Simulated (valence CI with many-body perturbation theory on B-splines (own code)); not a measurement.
The numbers below are computed, except where a source is named.
**Hg XL: input, log and results**

The program does CI of the valence electrons with many-body perturbation theory for a frozen closed Dirac-Fock core.

Command, and the settings that its task file holds:

```sh
python run_cv.py task.json out
```

```
atom Hg  Z=80  mass_number=202  rms_radius_fm=5.4648
core [Kr]
valence 5d5
avg = 1
basis = S
breit = 1
cap = 10000
capref = 1200
cscale = 1
de = 0.0
dress = 0
eps = 2e-08
h = 0.27
hh = 1
l2 = 3
lcore = 6
maxit = 60
n2 = 5
natural = 1
nlev = 21
nno = [3, 3, 3, 3, 1]
nroot = 26
nsp = [3, 3, 2, 2, 0]
pt2 = 1
qed = 1
rpa = 1
s1 = 1
s2 = 1
s3 = 1
screen = 1
tol = 2e-05
whole = 1
```

What became of the run, and why?

It gave no result: the start configuration must fill the lowest shells above the core. The program said: "5d is not the lowest shell of its kind above the core".
